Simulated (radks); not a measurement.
Question: The mean radii <r> (bohr) of the occupied orbitals of an atom or ion are listed with their occupations. Calculated with a radial shooting solver on a logarithmic mesh with Libxc functionals: Dirac Kohn-Sham, BLYP, spin-unpolarised, spherical densities, point nucleus.

orbital  occ.      <r>
1s1/2       2  0.01578
2s1/2       2  0.06575
2p1/2       2  0.05388
2p3/2       4  0.06293
3s1/2       2   0.1710
3p1/2       2   0.1615
3p3/2       4   0.1780
3d3/2       4   0.1545
3d5/2       6   0.1595
4s1/2       2   0.3769
4p1/2       2   0.3777
4p3/2       4   0.4125
4d3/2       4   0.4161
4d5/2       6   0.4272
5s1/2       2   0.8313
4f5/2       6   0.4381
4f7/2       8   0.4443
5p1/2       2   0.8851
5p3/2       4   0.9751
5d3/2       4    1.212
5d5/2       6    1.256
6s1/2       2    2.175
6p1/2       1    2.758
6p3/2       2    3.224

Name the element and its charge. Open shells, if any, are shared by 2j + 1.

Answer: Z = 83, bismuth, charge 0: Bi in [Hg] 6p3. The 1s radius gives Z: for a bare nucleus <r> = (2 gamma + 1)/(2Z) with gamma = sqrt(1 - (Z/c)^2), 0.01561 bohr for Z = 83, and screening makes it slightly larger (0.01578 here). The occupations add up to 83, and the charge is Z minus that.
